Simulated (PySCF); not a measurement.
Bonds: Si1-O2 1.644 Å, Si1-O3 1.649 Å, Si1-O4 1.646 Å, Si1-O5 1.643 Å, O5-Si6 1.665 Å. O2 carries H7; O3 carries H8; O4 carries H9; Si6 carries H10, H11, H12.

Geometry: PBE0-D3(BJ)/def2-SVP; GIAO absolute shieldings from PySCF 2.14.0 with density-fitted response routines, gas phase, non-relativistic, averaged over equivalent atoms.

At PBE0/pcSseg-1 (146 basis functions, 69 s wall time (51 s CPU) on 1 thread of an Intel Xeon, shared host):
```json
{"atoms": "Si6", "σ (ppm)": "387.7"}
{"atoms": "Si1", "σ (ppm)": "422.9"}
{"atoms": "O2/O3/O4", "σ (ppm)": "285.6"}
{"atoms": "O5", "σ (ppm)": "297.5"}
{"atoms": "H10/H11/H12", "σ (ppm)": "26.30"}
{"atoms": "H7/H8/H9", "σ (ppm)": "29.50"}
```

Question: What do these become at KT2/pcSseg-1?

Answer: 
```
      atoms  σ at KT2/pcSseg-1  change
        Si6              395.1    +7.4
        Si1              427.7    +4.8
   O2/O3/O4              278.9    -6.7
         O5              291.3    -6.2
H10/H11/H12              26.08   -0.22
   H7/H8/H9              29.58   +0.08
```

The largest change is at Si6 (silicon bonded to O, 3 H). Cost: 146 basis functions, 60 s wall time (49 s CPU) on 1 thread of an Intel Xeon, shared host.
